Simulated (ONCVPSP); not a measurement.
**An odd input for ONCVPSP 4.0.1 (Ne (Z = 10))**

Command:

```bash
oncvpsp.x < Ne.dat > Ne.out
```

Input:

```
# ATOM AND REFERENCE CONFIGURATION
# atsym  z   nc   nv     iexc    psfile
  Ne 10.00    1    2        4      upf
#
#   n    l    f
    1    0    2.00
    2    0    2.00
    2    1    5.50
#
# PSEUDOPOTENTIAL AND OPTIMIZATION
# lmax
    0
#
#   l,   rc,      ep,       ncon, nbas, qcut
    0    0.70    0.00    4    7   10.70
    1    0.85    0.00    4    8   19.80
#
# LOCAL POTENTIAL
# lloc, lpopt,  rc(5),   dvloc0
    4    5    0.50   -1.00
#
# VANDERBILT-KLEINMAN-BYLANDER PROJECTORs
# l, nproj, debl
    0    2    3.20
    1    2    3.40
#
# MODEL CORE CHARGE
# icmod, fcfact, rcfact
    3    2.75    1.25
#
# LOG DERIVATIVE ANALYSIS
# epsh1, epsh2, depsh
   -3.00    5.00    0.02
#
# OUTPUT GRID
# rlmax, drl
    6.00    0.01
#
# TEST CONFIGURATIONS
# ncnf
    4
# nvcnf
#   n    l    f
    2
    2    0    2.00
    2    1    6.00
#
    2
    2    0    2.00
    2    1    5.00
#
    2
    2    0    2.00
    2    1    4.00
#
    2
    2    0    2.00
    2    1    2.00
#
```

This is an input that runs to its end, with one change: lmax lowered by one with the lists unchanged.

**Question.** How does the run end?

**Answer.** The program refuses the input: "Read ERROR, input data file line 16".

```
ONCVPSP  (Optimized Norm-Conservinng Vanderbilt PSeudopotential)
scalar-relativistic version 4.0.1

Read ERROR, input data file line  16
Program will stop
```
